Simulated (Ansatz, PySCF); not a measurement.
Species: H3SiO, charge 0, doublet. H3SiO (SMILES O[SiH2], doublet).
B3LYP-D3(BJ)/def2-TZVP minimum from Ansatz (an electronic-structure program):
```xyz
5

Si    -0.5631     0.1366     0.0349
O      1.0580    -0.1444    -0.1741
H     -1.2425    -0.6984    -0.9877
H     -1.0034    -0.2603     1.4069
H      1.6648     0.2016     0.4858
```
Charge 0, spin multiplicity 2.

Atomisation energy term by term, kcal/mol (programs: Ansatz). UHF or UKS for unpaired electrons; spin-orbit terms are left out. Cores are frozen in correlated methods. Rows without X2C or -DK are non-relativistic. CBS(X,Y): correlation extrapolated as X^-3, Hartree-Fock from the larger set (Q,5: extrapolated as (X+1)exp(-9√X)). A bracket is a step between two methods taken in the basis named. 'core' is core correlation in cc-pwCVTZ (1s frozen past Ne), 'X2C' scalar relativity in cc-pVTZ-DK, both at CCSD(T). Where a partner has so few electrons that a lower coupled-cluster level is exact, that level stands in.

```tsv
term	basis	kcal/mol
Hartree-Fock	CBS(cc-pV(Q+d)Z,cc-pV(5+d)Z)	265.22
CCSD correlation	CBS(cc-pV(Q+d)Z,cc-pV(5+d)Z)	95.51
(T)	CBS(cc-pV(Q+d)Z,cc-pV(5+d)Z)	5.01
CCSDT(Q) - CCSD(T)	cc-pV(T+d)Z	0.01
core correlation	cc-pwCVTZ	0.06
scalar relativity	X2C, cc-pVTZ-DK	-0.91
minus zero-point energy	harmonic, PySCF's Hessian at B3LYP-D3(BJ)/def2-TZVP	-17.98
sum: D0		346.9
```

The step beyond CCSD(T) by other levels: CCSDT(Q) in cc-pV(D+d)Z 0.44 kcal/mol.
